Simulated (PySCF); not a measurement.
CoF3 (quintet state).
Geometry (PBE0-D3(BJ)/def2-SVP, Å), atoms numbered from 1 in this order:
```xyz
4
CoF3 angstrom
Co    -0.0008   -0.0010    0.0001
F      1.7217   -0.0191    0.0100
F     -0.8414    1.5031   -0.0148
F     -0.8796   -1.4830    0.0047
```

Computed, not measured: PySCF, PBE0-D3(BJ)/def2-SVP geometry optimisation, gas phase.

Question: Which atoms are bound to Co1, and at what distances?

Answer: 3 atoms: F2 1.723 Å, F4 1.723 Å, F3 1.723 Å.

Question: List the angles at Co1.

Answer: 
```json
{"angle": "F3–Co1–F4", "degrees": "120.1", "distance of the outer atoms (Å)": "2.99"}
{"angle": "F2–Co1–F4", "degrees": "120.1", "distance of the outer atoms (Å)": "2.98"}
{"angle": "F2–Co1–F3", "degrees": "119.8", "distance of the outer atoms (Å)": "2.98"}
```

Question: What is the shape at Co1?

Answer: Planar: angles 120.1°, 120.1° and 119.8°, sum 360.0°, 0.00 Å off the plane of its three neighbours.

Question: What are the rotational constants (commonest isotopes, rigid rotor)?

Answer: A = 5987, B = 5962, C = 2987 MHz: an oblate symmetric top.

Point group: D3h (tolerance 0.08 Å). Charge 0, quintet. ⟨S²⟩ = 6.010 (exact for a quintet: 6.00). Not checked by PBE0-D3(BJ)/def2-SVP frequencies.

For an open-shell metal species like this, the optimisation's SCF solution wasn't tested for stability and no frequencies at its level were run, so a lower state or another shape may exist.
